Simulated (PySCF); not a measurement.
A side-by-side comparison of computed properties.

First species: C₅H₉FN₂.
SMILES: `C1[C@H](CN(N=1)CC)F`

Second species: C4H5F.
Structure used (GFN2-xTB), in Å, numbered top down from 1:
```
atom  x, y, z in Å
C1     2.2679    0.0031   -0.2719
C2     1.1227    0.2828   -0.0677
C3    -0.2760    0.6266    0.1285
C4    -1.1651   -0.6117    0.1104
F5    -0.6856    1.4931   -0.8764
H6     3.2754   -0.2459   -0.4263
H7    -0.3930    1.1873    1.0681
H8    -1.0545   -1.1303   -0.8391
H9    -0.8776   -1.2801    0.9173
H10   -2.2054   -0.3202    0.2348
```

Levels: wB97X-D/def2-SVPD for HOMO energy, LUMO energy, HOMO–LUMO gap and static isotropic polarisability; TDDFT wB97X-D/def2-SVPD for lowest singlet excitation; TDA wB97X-D/def2-SVPD for lowest triplet excitation (Tamm–Dancoff). Geometries: GFN2-xTB. Each species is one conformer at its optimised geometry, gas phase, non-relativistic unless stated. Electronic properties by PySCF.

```tsv
property	column X	column Y
HOMO energy	-10.09 eV	-7.95 eV
LUMO energy	2.04 eV	1.59 eV
HOMO–LUMO gap	12.13 eV	9.54 eV
lowest singlet excitation	6.35 eV	5.19 eV
lowest triplet excitation (Tamm–Dancoff)	5.48 eV	3.44 eV
static isotropic polarisability	47.6 au	74.7 au
```

Task: Which column belongs to which species?

Result: Column X is the second species and column Y the first. The first has 17 atoms and 62 electrons, the second 10 and 38.

Task: How does each property change from the first species to the second?

Result: HOMO energy -2.14 eV; LUMO energy +0.45 eV; HOMO–LUMO gap +2.59 eV; lowest singlet excitation +1.16 eV; lowest triplet excitation (Tamm–Dancoff) +2.04 eV; static isotropic polarisability -27.1 au.

On the first: The vertical singlet–triplet gap S1 − T1 is 1.75 eV (TDDFT singlet less Tamm–Dancoff triplet; S1: HOMO→LUMO, weight 0.96; T1: HOMO→LUMO, weight 0.92). S1 lies 4.35 eV below the HOMO–LUMO gap; its leading configuration is HOMO→LUMO, weight 0.96.

On the second: The 8 singlets span 6.35 to 9.39 eV, and their oscillator strengths add up to 0.34. The polarisability is 7.06 Å³ as a volume (1 au = 0.148185 Å³), or 1.25 au for each of the 38 electrons.
